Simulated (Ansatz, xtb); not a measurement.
Relative energy of two isomers of C2H9BGeSi

Structure a is `B[Si@@H]([GeH3])C=C`, a singlet and structure b is `[BH2][GeH2][SiH2]C=C`, a singlet. Both are isolated molecules in the gas phase, relaxed with PBE0-D3(BJ)/def2-SVP; each stands in its lowest conformer found.

Task: Estimate E(b) − E(a) at the level CCSD(T)/def2-SVP + ΔMP2/def2-TZVPP.

Result: Calculated at CCSD(T)/def2-SVP + ΔMP2/def2-TZVPP: E(b) − E(a) = −0.114 eV, so structure b lies lower.

How the difference moves with the method:

| level | geometry | E(b) − E(a) (eV) | departure from the last row (eV) | job, with rough time for the two |
| --- | --- | --- | --- | --- |
| GFN2-xTB | GFN2-xTB | −0.279 | −0.165 | optimisation, 0.39 s |
| HF/STO-3G | GFN2-xTB | −0.136 | −0.021 | single point, 0.44 s |
| r2SCAN-D4/def2-SVP | GFN2-xTB | −0.087 | +0.027 | single point, 3.2 s |
| PBE0-D3(BJ)/def2-SVP | PBE0-D3(BJ)/def2-SVP | −0.042 | +0.073 | optimisation, 89 s |
| HF/def2-SVP | PBE0-D3(BJ)/def2-SVP | −0.083 | +0.032 | part of the CCSD(T) run |
| MP2/def2-SVP | PBE0-D3(BJ)/def2-SVP | −0.087 | +0.027 | part of the CCSD(T) run |
| CCSD(T)/def2-SVP | PBE0-D3(BJ)/def2-SVP | −0.074 | +0.040 | single point |
| CCSD(T)/def2-SVP + ΔMP2/def2-TZVPP | PBE0-D3(BJ)/def2-SVP | −0.114 |  | single point, 39 s |

As drawn, b has 1 B–Ge, 1 Si–H in place of 1 B–Si, 1 Ge–H.

The levels shown agree on the order. The largest departure from CCSD(T)/def2-SVP + ΔMP2/def2-TZVPP is that of GFN2-xTB, 0.165 eV. A small imaginary or near-zero mode remains, so no thermal terms are given. The last row adds to CCSD(T) the change of the MP2 difference between the two basis sets, here −0.040 eV.

The correlated steps freeze 17 core orbitals; the filled d shell of Ge is correlated, in a basis made for valence electrons. Codes used: Ansatz 0.2.0, xtb 6.7.1; the last row on 2 threads of Intel(R) Xeon(R) 6975P-C (Granite Rapids) on a shared host.
